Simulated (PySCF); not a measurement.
B3LYP has the VWN-RPA correlation part, as in Gaussian. Excitations are Tamm–Dancoff values on a coarser integration grid. The basis has no diffuse functions, so Rydberg states are missing or too high.

**H2Cl2Si, SMILES `Cl[SiH2]Cl` (charge 0, multiplicity 1)**

These are B3LYP-D3(BJ)/def2-TZVP (PySCF) values and carry that method's errors.

The HOMO comes out as -8.87 eV and the dipole moment comes out as 1.21 D. The LUMO is -0.25 eV and the HOMO–LUMO gap comes out as 8.63 eV. The S1 excitation (TDA) is 7.39 eV and the S1 oscillator strength is 0.012. The T1 excitation (TDA) is 7.03 eV and the S1–T1 gap (TDA) is 0.36 eV. The total energy comes out as -1211.2895 Ha and the cost is around 40 core-seconds (rough).

Bond lengths (Å): Cl1–Si2 2.052, Si2–Cl3 2.052, Si2–H4 1.470, Si2–H5 1.470. Angles (°): Cl1–Si2–Cl3 110.1, Cl1–Si2–H4 108.5, Cl1–Si2–H5 108.5, Cl3–Si2–H4 108.5, Cl3–Si2–H5 108.5, H4–Si2–H5 112.8.
